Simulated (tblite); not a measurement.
A tight-binding relaxation on `C#CB[Si@@H](BBr)C(=C)C`.

Computed with GFN2-xTB geometry optimisation, gas phase (tblite 0.8.0). Start geometry: from a force field or distance geometry. A driver script takes a list of jobs; this job's settings line and coordinates (Å) are shown.

Command:
```bash
OMP_NUM_THREADS=1 python probes_run.py task.json out
```

Input:
```
{"job": {"kind": "relax", "xc": "GFN2-xTB", "basis": "xTB"}, "charge": 0, "multiplicity": 1}
C      3.340700     1.236500    -0.727300
C      2.343900     0.740700    -1.217900
B      1.104700     0.091100    -1.812700
Si    -0.105700    -0.889600    -0.665800
B      0.907100    -2.116000     0.471200
Br    -0.086100    -3.533200     1.462600
C     -1.065400     0.282700     0.404900
C     -0.419000     1.074000     1.283100
C     -2.556900     0.339500     0.295500
H      4.191200     1.679800    -0.298200
H      0.622800     0.602100    -2.773900
H     -1.030400    -1.682700    -1.492300
H      1.900000    -1.704400     0.957700
H     -0.971600     1.761100     1.905800
H      0.652400     1.042700     1.377700
H     -2.939100    -0.370300    -0.456200
H     -2.872100     1.370300     0.002800
H     -3.025400     0.082000     1.271400
```

Output:
```
step      E/eV     max force
  0    -637.64940    1.958
  1    -637.84516    1.501
  2    -637.97557    2.814
  3    -638.01300    2.693
  4    -638.07888    0.594
  5    -638.11009    0.375
  6    -638.13877    0.519
  7    -638.15020    0.320
  8    -638.15989    0.190
  9    -638.16535    0.214
... (143 lines left out)
153    -638.29358    0.014
154    -638.29361    0.015
155    -638.29366    0.015
156    -638.29370    0.019
157    -638.29374    0.015
158    -638.29377    0.012
159    -638.29380    0.012
160    -638.29382    0.011
161    -638.29384    0.010
162    -638.29385    0.007
```

«max force» is the largest atomic force in eV/Å.

Task: From which step on does the largest force stay under 0.1 eV/Å, and how much energy is left to gain from there?

Result: From step 120 (0.088 eV/Å), 14.9 meV above the end.

In short: energy lowered by 14.9 kcal/mol over 162 steps; largest atomic force 0.007 eV/Å at the end.

Task: Give the final coordinates.

Result: 0.731 Å rms from the input after alignment:
```
atom  x, y, z in Å
C1     3.1163    1.4349   -0.7092
C2     2.2806    0.7000   -1.1821
B3     1.2458   -0.2129   -1.7442
Si4   -0.1910   -0.9010   -0.5802
B5     0.6200   -2.2139    0.6542
Br6    0.7423   -4.0181    0.1874
C7    -1.0533    0.4696    0.4321
C8    -0.3549    1.3972    1.0695
C9    -2.5488    0.4324    0.4978
H10    3.8445    2.0768   -0.3034
H11    1.3571   -0.5587   -2.8584
H12   -1.2978   -1.5231   -1.3574
H13    1.1265   -1.9178    1.6720
H14   -0.8249    2.1678    1.6638
H15    0.7211    1.4331    1.0219
H16   -2.9699    0.5086   -0.5036
H17   -2.9404    1.2455    1.1066
H18   -2.8820   -0.5142    0.9217
```

Task: How long does this job take on one thread, Arm Neoverse N1 (aarch64), shared host with 64 logical CPUs at a one-minute load of 60?

Result: About 2.9 s.
Labels such as C1 count atoms from 1, the log's own numbers from 0.
